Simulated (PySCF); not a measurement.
Isomers C6H7FO:

A. SMILES C=CC(=C)O/C=C\F
B. `C=C/C=C(\C)C(=O)F`
C. `InChI=1S/C6H7FO/c1-3-5(4-2)6(7)8/h3-4H,1H2,2H3/b5-4-`
D. SMILES C=C/C(=C\OC=C)F
E. `FC/C=C1\C=CCO1`

Spectrum 1. ¹³C{¹H} NMR (computed): δ 167.1 (C), 141.2 (CH), 133.2 (CH), 97.5 (CH, d, J = 10.6 Hz), 86.5 (CH2, d, J = 225.2 Hz), 79.7 (CH2).

Spectrum 2. ¹³C{¹H} NMR (computed): δ 166.9 (C), 154.2 (CH), 140.8 (CH), 137.8 (CH2), 129.3 (C), 13.6 (CH3).

Spectrum 3. ¹³C{¹H} NMR (computed): δ 158.6 (C), 157.8 (CH), 140.7 (CH), 130.7 (CH), 118.5 (CH2), 98.1 (CH2).

Spectrum 4. ¹³C{¹H} NMR (computed): δ 166.1 (C, d, J = 406.2 Hz), 159.8 (CH, d, J = 9.4 Hz), 141.3 (CH, d, J = 5.9 Hz), 135.3 (C, d, J = 54.8 Hz), 128.1 (CH2), 20.1 (CH3).

Spectrum 5. ¹³C{¹H} NMR (computed): δ 165.8 (C), 145.8 (CH), 139.5 (CH), 132.4 (CH), 124.7 (CH2), 94.9 (CH2).

One averaged value for each set of equivalent atoms, non-relativistic, no solvent, a single conformation. GFN2-xTB geometry; B3LYP/pcJ-1 coupling constants (spin–dipole term left out of most H,H and C,H couplings); PBE0/pcSseg-1 with gauge-including orbitals; PySCF 2.14.0 with density-fitted response routines.

References, each an isolated molecule treated in the same way: ¹³C (186.93 ppm) vs TMS. Splittings of carbon signals by F and P are missing where no couplings were computed. One-bond C–F couplings are unscaled and too large by tens of Hz. Shifts are as computed. Against solution values, carbons near 30 ppm lie about +3 ppm off and those near 130 ppm about +5 ppm. Of 1313 compounds with measured shifts, 239 miss one by over three times the rms of a fit or turn the order of signals round; such compounds aren't used in these exercises.

Which spectrum belongs to which compound?

Results:

1–E, 2–B, 3–D, 4–C, 5–A.

- Spectrum 1 (E): 6 ¹³C signals; δC 167.1 is an alkene carbon bearing oxygen; δC 141.2 is an alkene CH.
- Spectrum 2 (B): 6 ¹³C signals; δC 154.2 is a β carbon of a C=C–C=O unit; δC 140.8 is an alkene CH.
- Spectrum 3 (D): 6 ¹³C signals; δC 157.8 is an alkene carbon bearing oxygen; δC 140.7 is an alkene carbon bearing oxygen.
- Spectrum 4 (C): 6 ¹³C signals; δC 159.8 is a β carbon of a C=C–C=O unit; δC 141.3 is an alkene CH.
- Spectrum 5 (A): 6 ¹³C signals; δC 165.8 is an alkene carbon bearing oxygen; δC 139.5 is an alkene CH.
